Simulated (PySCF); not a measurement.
## Static response to an electric field

Compound: H7PSSi2.
SMILES with atom numbers: `[SiH3:1][S:2][SiH2:3][PH2:4]` (hydrogens: H5, H6, H7 on Si1; H8, H9 on Si3; H10, H11 on P4)

Structure used (PBE0-D3(BJ)/def2-SVP), in Å, numbered top down from 1:
```xyz
11
H7PSSi2 angstrom
Si     1.7800    0.7769   -0.9742
S      1.1354   -0.4587    0.6636
Si    -0.7424   -1.1553   -0.1343
P     -2.2343    0.4301   -0.7444
H      3.2484    0.9615   -0.8054
H      1.1068    2.1091   -0.9612
H      1.4872    0.1039   -2.2761
H     -0.5084   -2.0079   -1.3387
H     -1.3428   -1.9693    0.9602
H     -1.3352    1.0732   -1.6503
H     -1.9168    1.2970    0.3457
```

Level: wB97X-D/def2-SVPD (PySCF), static field, nuclei fixed, core orbitals frozen in the response. The polarisability tensor in these axes (au):

```
x   120.54   1.60   2.13
y     1.60  99.12  -7.75
z     2.13  -7.75  92.17
```

Problem. What are the eigenvalues, a third of the trace, and Δα (Δα² = ½Σ(αi − αj)² over the three pairs)?

Solution. Principal values 86.94, 104.13 and 120.75 au; mean 103.94 au = 15.40 Å³ = 17.14 × 10⁻⁴⁰ C²·m²/J; Δα = 29.28 au (28 % of the mean).

Problem. What is the dipole moment, and where does it point?

Solution. (0.09, 0.54, -0.75) D, 0.93 D in size, pointing from the negative to the positive side. Measured along this direction, the outermost atoms are H9 at the negative end and H6 and H7 at the positive end.

Problem. Molar refractivity from α?

Solution. Lorentz–Lorenz: R = (4π/3)N_A α = 2.5225 cm³/(mol·Å³) × 15.40 Å³ = 38.9 cm³/mol, in the limit of long wavelengths.

Problem. Orientational against electronic polarisability at 400 K (dilute gas, rigid molecules)?

Solution. In Gaussian units μ²/3kT = 5.19 Å³ against 15.40 Å³, a ratio of 0.34; the Debye molar polarisation (4π/3)N_A(α + μ²/3kT) is 51.9 cm³/mol, leaving out the vibrational part.

Problem. Along which axes do the principal values lie, and how far do the nuclei extend along each?

Solution. Largest value along (1.00, 0.05, 0.06), where the nuclei span 5.49 Å; middle along (-0.01, 0.84, -0.55), 4.44 Å; least along (-0.08, 0.54, 0.84), 3.31 Å. The response follows the extents in order.

Problem. Refractivity n − 1 of an ideal gas of it at 500 K and 1 atm, from the electronic α?

Solution. N = p/kT = 1.4678 × 10¹⁹ cm⁻³, so n − 1 = 2π × N × 15.40 × 10⁻²⁴ cm³ = 1420 × 10⁻⁶ at long wavelengths, for an ideal gas.

Problem. Find the Langevin capture rate constant for H3O+ (19.018 u) meeting this molecule (125.954 u), k = 2.342 × 10⁻⁹ cm³/s × √(α in Å³ / reduced mass in u).

Solution. The reduced mass is 16.52 u, so k = 2.26 × 10⁻⁹ cm³/s. The formula leaves out the permanent dipole, which adds to the capture rate.

The structure is a single PBE0-D3(BJ)/def2-SVP conformer in the gas phase; no vibrational or solvent corrections.
